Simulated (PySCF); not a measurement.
# Relaxation of triplet [ReO2]-

Method: UPBE0/[Re def2-SVPD with ECP60, O def2-SVPD], scalar-relativistic core potentials, density fitting, no spin–orbit coupling, PySCF. A (50,194) grid was used.

A hand-made bent start, of C2v symmetry, held to at least that symmetry:

```xyz
3
charge -1 multiplicity 3, angstrom
Re    0.0000    0.0000   -0.1475
O     1.4417    0.0000    0.8620
O    -1.4417    0.0000    0.8620
```

(1) What does it relax to?

(2) How much energy is released, and in how many steps?

Answers

(1) It ends at C2v with Re–O 1.731 Å (×2); O–Re–O 133.4°. A frequency run shows a minimum. Other isomers or separated fragments may lie lower.

(2) 50.9 kJ/mol in 5 steps.

Other spin states or occupations of the open shell can lie lower. With an element this heavy the missing spin–orbit coupling can shift these numbers.

The relaxation took about 27 core-seconds on a shared host.
